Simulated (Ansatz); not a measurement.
Gas-phase electronic energies from Ansatz, PBE0-D4/def2-TZVP geometries. CCSD(T)/CBS is the MP2 limit (def2-TZVPP, def2-QZVPP) plus CCSD(T) − MP2 in def2-TZVPP, frozen cores. Functionals use def2-TZVPP. B3LYP here is the variant with VWN-RPA as its local correlation; programs differ in this. Elements past krypton have def2 core potentials. For Br, Sb, Se outer-core shells are correlated without core-valence functions, which leaves a few kJ/mol of doubt a bond. Scalar relativity is left out up to krypton. Each species was taken in one conformer, which may not be the lowest.

Reaction (cleavage of the Si–Sb bond): `[OH][SbH][SiH2][SeH]` + HBr → `[SeH][SiH2]Br` + `[OH][SbH2]`

`[OH][SbH][SiH2][SeH]`:

Cartesian coordinates in Å:
```
O -1.140 -1.330 0.852
Sb 0.745 -1.510 0.235
Si 0.924 1.023 -0.298
Se -1.198 1.785 -0.566
H -1.246 -1.735 1.717
H 0.284 -1.813 -1.384
H 1.704 1.235 -1.547
H 1.641 1.723 0.803
H -1.714 0.622 0.187
```

HBr:

```xyz
2

Br   -0.677    0.081    0.199
H     0.677   -0.081   -0.199
```

`[SeH][SiH2]Br`:

Z-matrix (Å, degrees):
```
Si
Br 1 2.221
Se 1 2.263 2 113.4
H 1 1.479 2 108.3 3 -116.8
H 1 1.479 2 106.6 3 122.6
H 3 1.469 1 92.5 2 70.5
```

`[OH][SbH2]`:

Cartesian coordinates in Å:
```
O -0.081 -0.165 1.195
Sb -0.417 0.245 -0.707
H -0.875 0.006 1.707
H 1.050 1.104 -0.915
H 0.323 -1.190 -1.280
```

**Question.** Is it downhill or uphill in electronic energy at CCSD(T)/CBS, and by how much? (Best estimate.)

**Answer.** The calculation gave: Downhill: ΔE = -12.8 kcal/mol.

**Question.** What do these levels give: PBE-D4, PBE0-D4, B3LYP-D4, B2PLYP, r2SCANh, BHLYP, RPA@PBE/def2-TZVPP, CCSD/def2-SVP, HF/def2-TZVPP, MP2/def2-TZVPP, HF/CBS(def2), MP2/CBS(def2)? (An estimate is asked.)

**Answer.** The calculation gave: PBE-D4 -10.3, PBE0-D4 -11.7, B3LYP-D4 -12.3, B2PLYP -14.1, r2SCANh -13.7, BHLYP -16.1, RPA@PBE/def2-TZVPP -13.4, CCSD/def2-SVP -11.5, HF/def2-TZVPP -19.9, MP2/def2-TZVPP -13.1, HF/CBS(def2) -20.2, MP2/CBS(def2) -12.9 kcal/mol.

Largest T1 diagnostic among the species: 0.014.

Leaving LDA and LC-ωPBE aside and taking each functional with its dispersion term where it has one, the values, not all of them listed here, spread over 4.2 kcal/mol, from B97M-V to PBE-D4. LDA lies +2.5 kcal/mol from PBE without D4. In def2-TZVPP, CCSD(T) changes the Hartree–Fock value by +6.8 kcal/mol (the triples alone add +1.1 kcal/mol) and MP2 by +6.7 kcal/mol. From BLYP to BHLYP (50 % exact exchange), in def2-TZVPP and without D4, ΔE moves by −2.4 kcal/mol.
